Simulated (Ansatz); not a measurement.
The same molecule with X = Mg, Zn, Cd. Ansatz, PBE0-D4/def2-TZVP geometries, multiplicity 1. Each molecule was computed in one conformer, which needn't be the lowest.

Elements past krypton have def2 core potentials. Scalar relativity is left out up to krypton.

```
 X         molecule  mean X–Br bond length / Å  mean X–N bond length / Å  HOMO–LUMO gap (B3LYP/def2-TZVPP) / eV  HOMO energy (B3LYP/def2-TZVPP) / eV  LUMO energy (PBE/def2-TZVPP) / eV
Zn  `[NH2][Zn][Br]`                      2.231                     1.816                                   5.80                                -7.12                              -1.84
Cd  `[NH2][Cd][Br]`                      2.408                     2.012                                   5.38                                -7.13                              -2.26
```

Question: Give the row for X = Mg, `[NH2][Mg][Br]`. (Best estimate.)

Answer: Computed: 
```csv
X,molecule,mean X–Br bond length / Å,mean X–N bond length / Å,HOMO–LUMO gap (B3LYP/def2-TZVPP) / eV,HOMO energy (B3LYP/def2-TZVPP) / eV,LUMO energy (PBE/def2-TZVPP) / eV
Mg,`[NH2][Mg][Br]`,2.334,1.874,4.87,-6.45,-1.99
```

From Mg to Cd the mean X–Br bond length isn't monotonic: highest at Cd, lowest at Zn; the mean X–N bond length isn't monotonic: highest at Cd, lowest at Zn; the HOMO–LUMO gap (B3LYP/def2-TZVPP) isn't monotonic: highest at Zn, lowest at Mg; the HOMO energy (B3LYP/def2-TZVPP) falls at each step, by 0.68 eV in all; the LUMO energy (PBE/def2-TZVPP) isn't monotonic: highest at Zn, lowest at Cd. Bonds lengthen as the atom grows down the group.

B3LYP here is the variant with VWN-RPA as its local correlation; programs differ in this.

Spin–orbit coupling is left out; it splits and shifts lone-pair levels of the heavy atoms by tenths of an eV.
